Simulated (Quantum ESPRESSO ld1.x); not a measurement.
Problem. The mean radii <r> (bohr) of the occupied orbitals of an atom or ion are listed with their occupations. All-electron calculation, Dirac Kohn-Sham, relativistic LDA (MacDonald-Vosko exchange, VWN5 correlation), spin-unpolarised, spherical densities, point nucleus. Program: ld1.x of Quantum ESPRESSO 7.5.

orbital  occ.      <r>
1s1/2       2  0.02467
2s1/2       2   0.1040
2p1/2       2  0.08729
2p3/2       4  0.09326
3s1/2       2   0.2565
3p1/2       2   0.2434
3p3/2       4   0.2527

Name the element and its charge. Open shells, if any, are shared by 2j + 1.

Solution. Z = 58, cerium, charge +40: Ce40+ in [Ar]. The 1s radius gives Z: for a bare nucleus <r> = (2 gamma + 1)/(2Z) with gamma = sqrt(1 - (Z/c)^2), 0.02424 bohr for Z = 58, and screening makes it slightly larger (0.02467 here). The occupations add up to 18, and the charge is Z minus that.
